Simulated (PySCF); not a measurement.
Question: What does the PBE0-D3(BJ)/def2-SVP structure of `CC(C)O[C@@H]1C=C[C@H]2C[C@H]21` look like in three dimensions?

Answer: 
```
atom  x, y, z in Å
C1    -3.0722   -0.3188    1.2817
C2    -2.0436    0.4319    0.4602
C3    -2.6743    1.2303   -0.6711
O4    -1.1418   -0.5333   -0.0457
C5     0.1477   -0.0607   -0.3421
C6     0.8251   -1.0023   -1.3032
C7     1.8991   -1.5869   -0.7570
C8     2.1595   -1.0840    0.6167
C9     2.4812    0.3905    0.7008
C10    1.0707   -0.0721    0.8762
H11   -3.5993   -1.0473    0.6466
H12   -3.8138    0.3689    1.7142
H13   -2.5820   -0.8712    2.0960
H14   -1.4982    1.1295    1.1281
H15   -3.3573    1.9996   -0.2798
H16   -1.9107    1.7397   -1.2783
H17   -3.2439    0.5595   -1.3325
H18    0.0864    0.9584   -0.7765
H19    0.4557   -1.1566   -2.3188
H20    2.5448   -2.3106   -1.2601
H21    2.5393   -1.7564    1.3910
H22    2.7582    0.8966   -0.2296
H23    3.0053    0.7500    1.5911
H24    0.6045    0.0124    1.8610
```

Orientation and origin are arbitrary. Atoms count from 1 in this order. The 3-membered ring C8–C9–C10 has internal angles of 59.3° to 60.4°. The 5-membered ring C5–C6–C7–C8–C10 has internal angles of 103.4° to 111.9°; it is almost planar, 0.02 Å rms from its mean plane, widest ring torsion 5°. O4 (ether oxygen) is bent (angle 115.5°). The C–C distances run from 1.339 Å (C6=C7, drawn double) to 1.529 Å (C5–C10, drawn single), a spread of 0.190 Å.

Bonds between heavy atoms (Å): C1–C2 1.515, C2–C3 1.522, C2–O4 1.414, O4–C5 1.405, C5–C6 1.506, C6=C7 1.339, C7–C8 1.486, C8–C9 1.512, C9–C10 1.495, C5–C10 1.529, C8–C10 1.509.

Theory: PBE0-D3(BJ)/def2-SVP geometry optimisation, gas phase in PySCF 2.14.0.

Point group: C1 (no symmetry element, even within 0.4 Å). Whether it is a minimum is left open (no frequencies). One conformer, not necessarily the lowest (C1–C2–O4–C5 -154°, C2–O4–C5–C6 -160°).

Cost: about 5 min of CPU time on one thread; the machine was shared, so the figure is rough. These figures are those of the optimisation.
